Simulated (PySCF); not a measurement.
# Where the electron goes

Compound: C8H9FO.
Numbering: `[CH3:1][CH2:2][c:3]1[cH:4][cH:5][cH:6][c:7]([OH:8])[c:9]1[F:10]` (hydrogens: H11, H12, H13 on C1; H14, H15 on C2; H16 on C4; H17 on C5; H18 on C6; H19 on O8)

Geometry (PBE0-D3(BJ)/def2-SVP, Å), atoms numbered from 1 in this order:
```xyz
19
C8H9FO angstrom
C     -2.496   -0.690    0.524
C     -1.675   -0.419   -0.734
C     -0.300    0.105   -0.427
C      0.023    1.467   -0.484
C      1.301    1.912   -0.154
C      2.291    1.015    0.242
C      1.998   -0.347    0.310
O      2.934   -1.236    0.689
C      0.706   -0.764   -0.023
F      0.465   -2.090    0.066
H     -2.007   -1.449    1.154
H     -3.501   -1.059    0.269
H     -2.610    0.223    1.127
H     -2.195    0.310   -1.374
H     -1.588   -1.348   -1.320
H     -0.745    2.178   -0.798
H      1.535    2.978   -0.207
H      3.298    1.345    0.502
H      2.537   -2.116    0.666
```

Method used: TDDFT CAM-B3LYP/def2-SVPD, vertical, gas phase, core orbitals frozen in the response (PySCF).

Kohn–Sham orbitals with the atoms that hold most of them (Löwdin shares over 4%, at most four atoms; ? is withheld):

```
orbital  ε (eV)                            atoms
 HOMO-3  -11.13   O8 17%, C5 16%, C4 15%, C6 10%
 HOMO-2  -11.07    C2 16%, C3 12%, C1 12%, C5 7%
 HOMO-1   -8.42   C6 19%, C3 19%, C9 17%, C5 17%
   HOMO       ?                                ?
   LUMO    0.72                                ?
 LUMO+1    1.06   C4 20%, C7 18%, C5 17%, C9 11%
 LUMO+2    1.10  O8 22%, F10 15%, C9 14%, C7 11%
```

Which atoms hold the LUMO, and with what shares?

C6 (bonded to 2 C and H) 19%; C3 (bonded to 3 C) 18%; C5 (bonded to 2 C and H) 12%; C9 (bonded to 2 C and F) 11%.

Give the leading atoms of the HOMO.

C4 (bonded to 2 C and H) 21%; O8 (bonded to C and H) 18%; C7 (bonded to 2 C and O) 17%; C9 (bonded to 2 C and F) 11%. By element: carbon 49% or more, oxygen 18%.

What is the HOMO energy, and the HOMO–LUMO gap?

ε(HOMO) = -7.88 eV; the gap is 8.59 eV (0.3158 hartree).

The HOMO–LUMO gap is 8.59 eV. Where does the response calculation put the lowest singlet, and from which orbitals?

S1 is at 5.24 eV (f = 0.021), 3.36 eV below the gap, made of HOMO→LUMO (64%), HOMO-1→LUMO+1 (25%). Without the coupling terms of the response equations the lowest excitation would equal the gap.

Next come S2 at 5.96 eV (f 0.026), HOMO→LUMO+1 (57%), HOMO-1→LUMO (35%); S3 at 6.02 eV (f 0.0003), HOMO→LUMO+2 (83%); S4 at 6.74 eV (f 0.221), HOMO-1→LUMO+2 (47%), HOMO-1→LUMO (29%), HOMO→LUMO+1 (12%); S5 at 6.82 eV (f 0.049), HOMO→LUMO+3 (67%), HOMO→LUMO+4 (12%).

One conformer stands for the species.
